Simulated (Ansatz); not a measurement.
`CO[SiH2][SnH3]` + H₂S → `CO[SiH2]S` + `[SnH4]`  (cleavage of the Si–Sn bond)

Gas-phase electronic energies from Ansatz, PBE0-D4/def2-TZVP geometries. CCSD(T)/CBS is the MP2 limit (def2-TZVPP, def2-QZVPP) plus CCSD(T) − MP2 in def2-TZVPP, frozen cores. This one scheme is used for every species. Functionals use def2-TZVPP. Elements past krypton have def2 core potentials. For Sn outer-core shells are correlated without core-valence functions, which leaves a few kJ/mol of doubt a bond. One conformer a species, not always the lowest.

CCSD(T)/CBS gives -39.7 kJ/mol.

**Question.** Another level gave -37.0 kJ/mol. Which?
A. SCS-MP2/def2-TZVPP
B. PBE0/def2-TZVPP
C. HF/def2-TZVPP
D. PBE-D4/def2-TZVPP

**Answer.** D. PBE-D4 -37.0, SCS-MP2/def2-TZVPP -47.6, PBE0 -42.4, HF/def2-TZVPP -54.2 kJ/mol.

Largest T1 diagnostic among the species: 0.013.

From PBE to PBE0 (25 % exact exchange), in def2-TZVPP and without D4, ΔE moves by −3.6 kJ/mol. In def2-TZVPP, CCSD(T) changes the Hartree–Fock value by +10.1 kJ/mol (the triples alone add +0.2 kJ/mol) and MP2 by +7.1 kJ/mol.
